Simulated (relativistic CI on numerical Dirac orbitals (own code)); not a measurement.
## Hyperfine structure of Se19+, mass number 77

Calculated at this level of theory: Dirac-Coulomb-Breit CI, KLI orbitals optimised for each configuration, model QED, unscaled Slater integrals (own radial code, finite nucleus).

CI space (outside the closed core [Ne]): 3s2.3p3, 3s.3p4, 3s2.3p2.3d, 3p5, 3s.3p3.3d, 3p4.3d, 3s.3p2.3d2, 3s2.3p.3d.4p, 3s2.3p2.4s, 3p4.4s, 3p4.4p, 3s.3p2.3d.4s, 3s2.3p2.4p, 3s2.3p.3d2, 3s2.3d3, 3s.3p.3d3, 3s2.3d2.4s, 3s2.3d2.4p, 3p3.3d2, 3p2.3d3, 3p2.3d2.4s, 3p2.3d2.4p, 3s2.3p.3d.4s, 3s.3p.3d2.4s, 3s2.3d.4s2, 3s2.3d.4s.4p. Double excitations out of closed p, d and f shells are left out; levels of such configurations are missing from the list, as are those of other unlisted configurations, and high levels can miss mixing partners.

Nuclear spin I = 1/2, μ = 0.53356 μN (tables of Stone and Pyykkö). The electronic factors are computed for point nuclear moments, without core polarisation or the Bohr-Weisskopf and QED corrections.

```
          Level   E (eV)  A (GHz)
3s2.3p3 2D°_3/2   8.3636    9.594
3s2.3p3 2D°_5/2  11.2942    26.11
3s2.3p3 2P°_1/2  16.6015    74.26
3s2.3p3 2P°_3/2  22.0580    14.86
  3s.3p4 4P_5/2  56.6640    55.48
  3s.3p4 4P_3/2  61.5387    40.39
  3s.3p4 4P_1/2  62.9293      125
  3s.3p4 2D_3/2  70.8715   -6.396
```

Levels with J = 0, under 50 % of one LS term, or S terms without an open s electron are left out. Small factors come from cancelling terms and can be off by tens of per cent or more.

At this charge energies of transitions that change n are usually good to better than 1 %, and those within a shell (Δn = 0) to a few per cent.

Q: Give the hyperfine levels of 3s2.3p3 2D°_5/2 relative to its centre of gravity.

A: With K = F(F + 1) − I(I + 1) − J(J + 1), E = AK/2: F = 2: -45.69, F = 3: 32.64 GHz.

LS names give the leading component of a level, which can be under half, so a name can repeat, a term be missing and a line seem to break the LS rules.
